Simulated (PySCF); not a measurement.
1-hydroxysilylpropan-2-one (C3H8O2Si), SMILES CC(C[SiH2]O)=O.

Coordinates come from a PBE0-D3(BJ)/def2-SVP optimisation. Other conformers were not sampled.

Method: TDA-PBE/def2-SVPD (PySCF).

Vertical excitations. The molecule is in vacuum.

```
state  energy (eV)  λ (nm)      f                                                                main pairs
-----  -----------  ------  -----  ------------------------------------------------------------------------
S1            4.32     287  0.004                                                           HOMO→LUMO 100 %
S2            4.91     253  0.001                                                          HOMO−1→LUMO 98 %
S3            5.85     212  0.014                                                          HOMO→LUMO+1 99 %
S4            5.98     207  0.045                                                          HOMO−2→LUMO 79 %
S5            6.00     207  0.032                                                          HOMO→LUMO+2 88 %
S6            6.64     187  0.015                                                        HOMO−1→LUMO+1 95 %
S7            6.74     184  0.031                      HOMO−3→LUMO 35 %, HOMO→LUMO+3 32 %, HOMO−4→LUMO 25 %
S8            6.80     182  0.005                                        HOMO→LUMO+3 49 %, HOMO−4→LUMO 44 %
S9            6.83     181  0.005                                                        HOMO−1→LUMO+2 74 %
S10           6.85     181  0.019  HOMO−4→LUMO 26 %, HOMO−3→LUMO 23 %, HOMO−1→LUMO+2 17 %, HOMO−5→LUMO 13 %
T1            3.77     329      0                                                           HOMO→LUMO 100 %
T2            4.80     258      0                                                          HOMO−1→LUMO 99 %
T3            5.53     224      0                                                          HOMO−2→LUMO 90 %
T4            5.78     214      0                                                         HOMO→LUMO+1 100 %
```
Triplets are in the Tamm–Dancoff approximation.
